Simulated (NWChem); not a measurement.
# CH$_{6}$O$_{2}$Si$_{2}$; SMILES C1(O)[SiH2]O[SiH2]1

```xyz
11

O      0.0069     2.1006    -0.3111
C     -0.0413     0.9255     0.4653
Si     1.2818    -0.3887     0.0110
O      0.0620    -1.5468    -0.2349
Si    -1.2526    -0.5005     0.0060
H     -0.7814     2.6203    -0.1245
H     -0.0320     1.1268     1.5576
H      2.2092    -0.8098     1.1015
H      2.0471    -0.0783    -1.2286
H     -2.1542    -1.0094     1.0828
H     -2.0413    -0.2516    -1.2365
```
Atoms are numbered in this order, from 1.

Level: PBE0/def2-SVP (NWChem), optimised geometry, unscaled harmonic frequencies. 

**Question.** List the harmonic frequencies with IR intensities, and the thermochemistry.

**Answer.** 
```
frequency (cm⁻¹)  IR intensity (km/mol)
----------------  ---------------------
81                                  0.3
241                                 8.1
263                                21.0
297                               110.3
465                                 6.8
512                                 1.9
563                                25.5
653                                 6.6
678                                 0.4
684                                 2.5
716                                97.3
739                                62.2
782                                16.4
879                               202.9
937                               344.0
955                               184.0
990                                72.4
992                                29.5
1136                               40.2
1230                               39.7
1364                                9.7
2230                              204.1
2241                              183.4
2245                               30.3
2261                              122.5
3003                               21.3
3874                               44.4
```

```yaml
zero_point_energy: 44.3 kcal/mol
thermal correction to the enthalpy at 298.15 K (with zero-point energy): 49.0 kcal/mol
heat capacity Cv: 24.4 cal/(mol K)
entropy at 298.15 K and 1 atm (symmetry number 1): 79.8 cal/(mol K)
dipole_moment: 2.21 D
```

Rigid rotor and harmonic oscillator; modes under 100 cm⁻¹ make the entropy uncertain.
